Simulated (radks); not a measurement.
Excited configurations of Sn II: one electron is placed in a higher orbital outside [Kr] 4d10 5s2. The ground configuration is [Kr] 4d10 5s2 5p1. Calculated with a radial shooting solver on a logarithmic mesh with Libxc functionals: scalar-relativistic Kohn-Sham, LDA (Slater exchange, Perdew-Wang correlation), spin-polarised, spherical densities, point nucleus; open shells are filled with parallel spins first (spin-orbit coupling, left out, can overturn this in heavy ions). Excitation = E - E(ground); binding = E(ion) - E, where the ion is the core of charge +2; n* = 2/sqrt(2 binding) in atomic units, and the quantum defect is n - n*.

outer orbital  excitation (eV)  binding (eV)     n*  quantum defect  <r> (bohr)
4f                      10.769         3.654  3.859           0.141       8.144
5d                       7.708         6.715  2.847           2.153       4.846
5f                      11.949         2.474  4.690           0.310       13.99
6s                       6.632         7.791  2.643           3.357       5.514
6p                       8.416         6.007  3.010           2.990       6.700
6d                      10.604         3.819  3.775           2.225       9.803
6f                      12.662         1.761  5.559           0.441       21.28
7p                      10.960         3.463  3.964           3.036       11.89

The Delta-SCF ionisation energy is 14.423 eV (NIST Atomic Spectra Database: 14.633 eV, measured). Self-interaction in the functional shifts the binding energies and quantum defects, so they are the method's values and not measured ones. Open shells are spherical and high-spin; term and fine-structure splittings are not resolved. Spin-orbit splitting is averaged out at the scalar-relativistic level.
